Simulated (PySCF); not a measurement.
Compound: C₈H₆.
SMILES with atom numbers: `[CH:1]1=[CH:2][C:3]2=[CH:4][CH:5]=[CH:6][C:7]2=[CH:8]1` (hydrogens: H9 on C1; H10 on C2; H11 on C4; H12 on C5; H13 on C6; H14 on C8)

Structure used (BHandHLYP/def2-SVP), in Å, numbered top down from 1:
```xyz
14
C8H6 angstrom
C      2.181   -0.160   -0.107
C      1.615    0.996    0.286
C      0.160    0.782    0.271
C     -1.030    1.362    0.503
C     -2.093    0.354    0.219
C     -1.527   -0.802   -0.175
C     -0.072   -0.588   -0.161
C      1.118   -1.168   -0.392
H      3.241   -0.353   -0.209
H      2.130    1.907    0.559
H     -1.225    2.375    0.837
H     -3.153    0.546    0.321
H     -2.042   -1.713   -0.448
H      1.312   -2.181   -0.724
```

Computed, not measured: BHandHLYP/def2-SVP geometry optimisation, gas phase (PySCF).

Take the most abundant isotopes and a rigid rotor. 

(1) What are A, B and C (cm⁻¹)?

(2) What kind of rotor is it?

(3) What does the inertial defect say?

(4) Where do the levels up to J = 2 lie, in MHz?

Results:

(1) Ia = 96.00, Ib = 231.31, Ic = 327.31 u·Å²; 505379 MHz·u·Å²/I gives 5264, 2185 and 1544 MHz, that is A = 0.17559, B = 0.07288, C = 0.05150 cm⁻¹.

(2) An asymmetric top. Ray's parameter κ = (2B − A − C)/(A − C) = -0.655; −1 is the prolate and +1 the oblate limit.

(3) Planar: Δ = Ic − Ia − Ib = 0.00 u·Å². For a rigid frame Δ = −2 Σ m c², so it vanishes when all atoms lie in the ab plane; here none is more than 0.01 Å from it.

(4) Above 0(0,0):
J = 1: 1(0,1) 3729, 1(1,1) 6808, 1(1,0) 7449
J = 2: 2(0,2) 11097, 2(1,2) 13625, 2(1,1) 15548, 2(2,1) 24785, 2(2,0) 24875
The levels of one J sum to (2J + 1)J(J + 1)(A + B + C)/3.

The point group C2h allows no dipole (computed: 0.00 D), so a rigid rotor has no electric-dipole lines.

**Question.** Estimate the classical rotational partition function at 10 K, 298.15 K and 500 K.

**Answer.** Point group C2h, symmetry number σ = 2; q = (√π/σ)·√((kT/h)³/(ABC)), k/h = 20836.6 MHz/K: 633 at 10 K, 103000 at 298.15 K, 224000 at 500 K.

BHandHLYP/def2-SVP frequencies: not computed here. These are rigid-rotor constants of the computed structure; measured ground-state constants (B0) also hold zero-point vibration.
